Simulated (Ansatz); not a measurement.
Molecule: BiF3 (charge 0, singlet). SMILES: [F][Bi]([F])[F]
Geometry: optimised at B3LYP-D3(BJ)/def2-TZVP (Ansatz, a quantum-chemistry and plane-wave program).

Property: vertical electron affinity (to the doublet state of charge -1; a negative value means that the extra electron is unbound and the number depends on the basis; each state is the SCF solution reached for its spin; the molecule has degenerate orbitals, so one determinant may break the symmetry), in eV. Cores are frozen in the correlated levels unless marked. UHF or UKS for open shells. No spin-orbit coupling. The frozen core is the preceding noble-gas configuration, with the filled d and f shells of earlier blocks. Past Kr the def2 sets carry scalar-relativistic core potentials. Anions need diffuse functions: def2-D sets add few. Basis-set limits of correlation are two-point, X^-3; Hartree-Fock from the larger set.

```json
[
 {"level": "HF/def2-SVPD", "program": "Ansatz", "vertical electron affinity (eV)": "-0.36"},
 {"level": "HF/def2-TZVPPD", "program": "Ansatz", "vertical electron affinity (eV)": "-0.33"},
 {"level": "HF/def2-QZVPPD", "program": "Ansatz", "vertical electron affinity (eV)": "-0.30"},
 {"level": "SVWN5/def2-TZVPD", "program": "Ansatz", "vertical electron affinity (eV)": "0.22"},
 {"level": "PBE/def2-TZVPD", "program": "Ansatz", "vertical electron affinity (eV)": "0.06"},
 {"level": "r2SCAN/def2-TZVPD", "program": "Ansatz", "vertical electron affinity (eV)": "0.08"},
 {"level": "B3LYP/def2-TZVPD", "program": "Ansatz", "vertical electron affinity (eV)": "0.16"},
 {"level": "PBE0/def2-TZVPD", "program": "Ansatz", "vertical electron affinity (eV)": "0.12"},
 {"level": "BHLYP/def2-TZVPD", "program": "Ansatz", "vertical electron affinity (eV)": "0.10"},
 {"level": "CAM-B3LYP/def2-TZVPD", "program": "Ansatz", "vertical electron affinity (eV)": "0.18"},
 {"level": "wB97M-V/def2-TZVPD", "program": "Ansatz", "vertical electron affinity (eV)": "0.07"},
 {"level": "wB97X-V/def2-TZVPD", "program": "Ansatz", "vertical electron affinity (eV)": "-0.01"},
 {"level": "wB97X/def2-TZVPD", "program": "Ansatz", "vertical electron affinity (eV)": "-0.06"},
 {"level": "B2PLYP/def2-TZVPD", "program": "Ansatz", "vertical electron affinity (eV)": "0.00"},
 {"level": "MP2/def2-SVPD", "program": "Ansatz", "vertical electron affinity (eV)": "-0.24"},
 {"level": "RI-MP2/CBS(def2-TZVPPD,def2-QZVPPD)", "program": "Ansatz", "vertical electron affinity (eV)": "-0.02"},
 {"level": "SCS-MP2/def2-SVPD", "program": "Ansatz", "vertical electron affinity (eV)": "-0.29"},
 {"level": "CCSD/def2-SVPD", "program": "Ansatz", "vertical electron affinity (eV)": "-0.16"},
 {"level": "CCSD(T)/def2-SVPD", "program": "Ansatz", "vertical electron affinity (eV)": "-0.16"}
]
```
